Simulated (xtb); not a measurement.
Spectroscopic constants of TiB, multiplicity 6 (lowest of 2S+1 = 2, 4, 6 at CCSD(T)/def2-TZVPP on PBE0 minima; our sources give no spin for the ground state, which may be another). No spin–orbit coupling. Ti is treated without relativity. The T1 diagnostic near the minimum is 0.089, so single-reference values are doubtful.

Constants: fifth-degree fit in 1/R to seven points, most abundant isotopes. In def2 and cc sets the state is the lowest found near the PBE0 minimum, followed along R.

The values were computed with xtb for the GFN methods. Values without a source in brackets are computed. The GFN methods have no spin term and hold the electronic entropy of 300 K.

Energies at GFN1-xTB:

```json
[
 {"R (Å)": "1.884975", "E (hartree)": "-2.41216794"},
 {"R (Å)": "1.935646", "E (hartree)": "-2.41371020"},
 {"R (Å)": "1.982264", "E (hartree)": "-2.41307970"},
 {"R (Å)": "2.034962", "E (hartree)": "-2.41054730"},
 {"R (Å)": "2.087660", "E (hartree)": "-2.40654158"},
 {"R (Å)": "2.148466", "E (hartree)": "-2.40056759"},
 {"R (Å)": "2.219406", "E (hartree)": "-2.39230411"}
]
```

With a reduced mass of 8.9535 u, find the minimum, the force constant and the constants.

A fifth-degree polynomial in 1/R puts the minimum at r_e = 1.9421 Å with force constant 376 N/m. Then ω_e = (1/2πc)√(k/μ) = 845 cm⁻¹ and B_e = h/(8π²cμr_e²) = 0.4992 cm⁻¹; the cubic and quartic terms give α_e = 0.0042 and ω_e x_e = 4.7 cm⁻¹.
